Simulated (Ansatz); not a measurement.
Input file for Ansatz (an electronic-structure program): SC-NEVPT2 on SA-CASSCF(10,8)/cc-pV(T+d)Z on CS (SMILES [C]=S), 2S+1 = 3, a spin state set in the input, which need not be the lowest. Files ending in .json are basis or fitting sets from the Basis Set Exchange.

Ansatz 0.2 input:
```yaml
crystal:
  periodic: [false, false, false]
  atoms:
    - {symbol: C, position_ang: [-0.00000000, -0.00000000, -1.14028575]}
    - {symbol: S, position_ang: [0.00000000, 0.00000000, 0.42760715]}
basis:
  gaussian:
    orbitals: cc-pV_T+d_Z.json
magnetization: {spin_polarized: false, initial_magnetization: 2}
correlation: {method: sc_nevpt2, electrons: outside_noble_gas, active_space: {window: {electrons: 10, orbitals: 8}, states: [{multiplicity: 1, weights: [1]}, {multiplicity: 3, weights: [1]}]}}
output: {orbitals: {seedname: ./end}}
```

The log:

```
WARN ansatz: RAYON_NUM_THREADS=1 ignored (pool sized by the plan → 1); use --threads N
Functional definition: HF
integrals: 0.02 GiB planned
809 factors; integrals over basis functions are off by at most 1.5e-7 eV
mean field: 0.16 GiB planned
mean field evaluation 1: about -11842.5624 eV, gradient 8.3e0 eV
mean field evaluation 2: about -11842.7117 eV, gradient 8.4e0 eV
mean field evaluation 4: about -11843.7277 eV, gradient 2.6e0 eV
mean field evaluation 8: about -11843.8497 eV, gradient 9.2e-1 eV
mean field evaluation 16: about -11843.8623 eV, gradient 4.2e-5 eV
mean field evaluation 32: about -11843.2310 eV, gradient 1.3e-6 eV
mean field evaluation 64: about -11842.5928 eV, gradient 2.8e-6 eV
mean field evaluation 96: about -11842.5928 eV, gradient 1.7e-3 eV
mean field evaluation 128: about -11843.8609 eV, gradient 2.4e-1 eV
mean field -11843.86230252 eV, -435.2539115593 hartree, gradient 2.4e-6 eV, S^2 2.000000; 7 other end points of the search recorded, 0 dependent functions left out
reference -11843.86230252 eV, -435.2539115593 hartree; 12, 10 occupied and 57, 59 virtual orbitals, 809 factors
configuration interaction: 0.24 GiB planned
configuration interaction: 0.01 GiB planned
state -11849.31561752 eV, -435.4543171891 hartree
state -11849.31561752 eV, -435.4543171891 hartree; corrected -11854.57993780 eV, -435.6477773914 hartree
configuration interaction: 0.01 GiB planned
state -11845.91168426 eV, -435.3292249493 hartree
state -11845.91168426 eV, -435.3292249493 hartree; corrected -11851.12865495 eV, -435.5209450860 hartree
Total energy: -11852.85429638 eV, -435.5843612387 hartree
```

The run converged. The last total energy is the mean of the averaged states.

Cost: very roughly 12 core-seconds.
